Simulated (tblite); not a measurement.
Compound: C6H10O3Si.
Numbering: `[CH3:1][O:2][CH2:3][C@@H:4]1[CH2:5][C:6](=[O:7])[SiH2:8][C:9]1=[O:10]` (hydrogens: H11, H12, H13 on C1; H14, H15 on C3; H16 on C4; H17, H18 on C5; H19, H20 on Si8)

Computed with GFN2-xTB (tblite), gas phase: L-BFGS steps from a force-field or distance-geometry start until the largest atomic force falls under 0.01 eV/Å.

Step 36: E = -865.9490 eV
```
atom  x, y, z in Å  |  force x, y, z in eV/Å
C1      2.2053    0.5783   -1.0681    0.045  -0.025   0.010
O2      0.9814    0.3696   -0.4107   -0.063   0.035  -0.125
C3      1.0590   -0.2802    0.8378   -0.002   0.053  -0.024
C4     -0.3950   -0.5287    1.2490   -0.007  -0.007  -0.035
C5     -1.0549   -1.4491    0.2275   -0.061  -0.011  -0.015
C6     -1.4187   -0.6776   -1.0264   -0.082   0.080  -0.020
O7     -1.5042   -1.1911   -2.1138    0.048  -0.046  -0.014
Si8    -1.7285    1.1574   -0.5656    0.058   0.046   0.056
C9     -1.0046    0.8777    1.1908    0.040  -0.017   0.015
O10    -0.8883    1.6619    2.0990   -0.081  -0.099  -0.033
H11     2.8106    1.3380   -0.5576   -0.023  -0.038   0.007
H12     2.7797   -0.3541   -1.1289   -0.003   0.024  -0.011
H13     1.9649    0.9182   -2.0765    0.003  -0.011   0.104
H14     1.6173   -1.2246    0.7539    0.005  -0.019  -0.042
H15     1.5612    0.3504    1.5841    0.035   0.068  -0.011
H16    -0.4388   -0.9321    2.2630    0.064  -0.009   0.000
H17    -1.9888   -1.8500    0.6251   -0.081  -0.001   0.047
H18    -0.4230   -2.2942   -0.0484    0.057  -0.050   0.110
H19    -3.1672    1.4390   -0.4670    0.085  -0.002  -0.043
H20    -0.9725    2.1020   -1.3702   -0.036   0.030   0.023
```

Step 37: E = -865.9546 eV
```
atom  x, y, z in Å  |  force x, y, z in eV/Å
C1      2.1868    0.5866   -1.0766    0.034  -0.007   0.005
O2      0.9724    0.3763   -0.4045   -0.051  -0.013  -0.072
C3      1.0614   -0.2831    0.8383   -0.104   0.002   0.019
C4     -0.3914   -0.5303    1.2568   -0.126  -0.052  -0.018
C5     -1.0597   -1.4504    0.2399   -0.067  -0.038  -0.063
C6     -1.3995   -0.6799   -1.0226   -0.023   0.034  -0.016
O7     -1.4594   -1.1958   -2.1102    0.028  -0.049  -0.044
Si8    -1.7066    1.1563   -0.5722    0.092   0.048   0.113
C9     -1.0052    0.8747    1.1958    0.065  -0.042   0.008
O10    -0.8999    1.6540    2.1089   -0.096  -0.053  -0.025
H11     2.7952    1.3444   -0.5713    0.039  -0.017   0.049
H12     2.7606   -0.3436   -1.1583   -0.003   0.009   0.010
H13     1.9301    0.9382   -2.0744   -0.009  -0.003   0.013
H14     1.6065   -1.2347    0.7472    0.046   0.025  -0.069
H15     1.5676    0.3381    1.5903    0.048   0.063  -0.053
H16    -0.4370   -0.9387    2.2697    0.088   0.036  -0.012
H17    -2.0077   -1.8374    0.6230   -0.011   0.049   0.080
H18    -0.4368   -2.3079   -0.0207    0.040  -0.031   0.093
H19    -3.1430    1.4439   -0.4954    0.042   0.006  -0.034
H20    -0.9397    2.0999   -1.3667   -0.032   0.033   0.016
```

**Question.** Estimate the geometry and energy of step 38. (The exact step hangs on the optimiser's Hessian estimate; all steps are aligned on step 37, rigid shifts and turns removed.)

**Answer.** E = -865.9582 eV, largest force 0.157 eV/Å
```
atom  x, y, z in Å  |  force x, y, z in eV/Å
C1      2.1726    0.5938   -1.0838    0.005   0.007   0.006
O2      0.9650    0.3805   -0.4002   -0.028  -0.047  -0.021
C3      1.0611   -0.2862    0.8393   -0.130  -0.024   0.017
C4     -0.3913   -0.5325    1.2631   -0.141  -0.068  -0.009
C5     -1.0643   -1.4520    0.2485   -0.057  -0.046  -0.066
C6     -1.3834   -0.6815   -1.0204    0.013  -0.023  -0.029
O7     -1.4231   -1.2011   -2.1074    0.012  -0.019  -0.041
Si8    -1.6877    1.1559   -0.5751    0.090   0.033   0.112
C9     -1.0052    0.8717    1.2005    0.055  -0.053  -0.002
O10    -0.9111    1.6475    2.1171   -0.094  -0.020  -0.003
H11     2.7843    1.3495   -0.5817    0.070  -0.010   0.074
H12     2.7455   -0.3345   -1.1824   -0.001  -0.006   0.024
H13     1.9023    0.9547   -2.0735   -0.012   0.000  -0.031
H14     1.5983   -1.2426    0.7413    0.056   0.067  -0.079
H15     1.5732    0.3286    1.5941    0.032   0.046  -0.091
H16    -0.4340   -0.9428    2.2758    0.087   0.054  -0.018
H17    -2.0226   -1.8250    0.6227    0.029   0.066   0.090
H18    -0.4477   -2.3194    0.0015    0.010  -0.005   0.080
H19    -3.1234    1.4481   -0.5192    0.027   0.007  -0.022
H20    -0.9137    2.0980   -1.3632   -0.024   0.041   0.010
```

The energy changes by -0.0036 eV. The first-order estimate −F·Δx gives -0.0047 eV and the mean of the old and new forces, exact on a quadratic surface, -0.0036 eV. The step makes an angle of 82° with the force vector and moves no atom by more than 0.037 Å.

The cost below is that of the whole relaxation. On Intel Xeon at 2.50 GHz, one thread (shared host), this took 2.1 s of wall time.
